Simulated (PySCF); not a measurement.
La⁺ (lanthanum, charge +1) across methods

[Xe] 5d2, high-spin 3F determinant. Computed with PySCF 2.14 in def2-TZVPPD with the def2 core potential (46 electrons) (6s5p3d2f1g, 59 functions), with scalar relativity through the core potential.

```csv
method,E (hartree),mean ε 5p α (eV),mean ε 5p β (eV),mean ε 5d α (eV),Σ⟨r²⟩ (bohr²),⟨S²⟩
UHF,-30.91713,-33.433,-31.461,-10.883,48.17,2.009
BP86,-31.3289,-27.069,-26.378,-7.944,48.33,2.001
PBE0,-31.2718,-28.810,-27.789,-8.749,48.07,2.002
r2SCAN,-31.2891,-27.626,-26.707,-7.999,48.02,2.003
LDA,-31.1748,-27.000,-26.272,-7.835,48.79,2.000
TPSS,-31.2804,-27.153,-26.352,-7.848,48.22,2.002
r2SCAN0,-31.2655,-29.194,-28.059,-8.849,47.83,2.004
PBEsol,-31.2122,-26.913,-26.170,-7.821,48.50,2.001
```

(1) Estimate the same row for PBE.

Energies and moments cover only the electrons outside the core potential. Spin-orbit coupling, absent here, splits the open shell strongly.

Answers

(1) E (hartree) = -31.2837; mean ε 5p α (eV) = -27.002; mean ε 5p β (eV) = -26.254; mean ε 5d α (eV) = -7.878; Σ⟨r²⟩ (bohr²) = 48.46; ⟨S²⟩ = 2.001.
